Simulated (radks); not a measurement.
Q: Calculated with a radial shooting solver on a logarithmic mesh with Libxc functionals: scalar-relativistic Kohn-Sham, LB94 model potential, spin-polarised, spherical densities, finite nucleus; Fermi nuclear charge, rms radius of each element as measured or else 0.836 A^(1/3) + 0.57 fm. Response by self-consistent Sternheimer equations with the Hartree and adiabatic LDA kernel, the relativistic mass of each level held fixed and spin-orbit coupling left out. Rank Mg, S4+, K7+, Ar6+, Si2+, Ca8+, Cl5+, Al+, P3+ (NIST ground configurations) by static dipole polarisability, largest first.

A: Mg 60.26, Al+ 21.49, Si2+ 10.65, P3+ 6.185, S4+ 3.952, Cl5+ 2.694, Ar6+ 1.925, K7+ 1.425, Ca8+ 1.085 bohr^3.
